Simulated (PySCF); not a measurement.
CH$_{3}$Mg, charge +1, singlet, at a GFN2-xTB geometry (such geometries of metal compounds can be far from the true shape), atoms displaced at random by about 0.05 Å a coordinate.

Here is a job for PySCF.
```python
from pyscf import gto, scf, dft
from pyscf.geomopt import geometric_solver

mol = gto.M(
    atom='''
Mg   -0.695870   -0.459477   -0.515262
C     0.833956    0.467197    0.804944
H     1.265032   -0.392881    1.109589
H     0.337733    1.109774    1.347608
H     1.423583    1.006514   -0.017964
''',
    basis='pcseg-1',
    charge=1,
    spin=0,
    verbose=3,
)

def method(m):
    mf = dft.RKS(m)
    mf.xc = 'b3lyp'
    return mf

conv, mol_eq = geometric_solver.kernel(method(mol), maxsteps=100)
print('optimisation converged:', conv)
print(mol_eq.tostring(format='xyz'))
mf = method(mol_eq)
mf.kernel()
```

Problem. Predict the HOMO energy from B3LYP/pcseg-1 (PySCF).

Solution. -12.96 eV

Problem. What is the computed Mulliken (on the basis functions themselves) charges in atom order (B3LYP/pcseg-1)?

Solution. Mg1 1.08, C2 -0.63, H3 0.18, H4 0.18, H5 0.18

Problem. What number of basis functions does B3LYP/pcseg-1 give?

Solution. 39

Problem. What nuclear repulsion energy does B3LYP/pcseg-1 give?

Solution. 34.6206 Eh

Problem. Predict the HOMO-LUMO gap from B3LYP/pcseg-1.

Solution. 4.11 eV

Problem. Estimate the total energy at the end of the optimisation that B3LYP/pcseg-1 returns for this input.

Solution. -6522.7264 eV
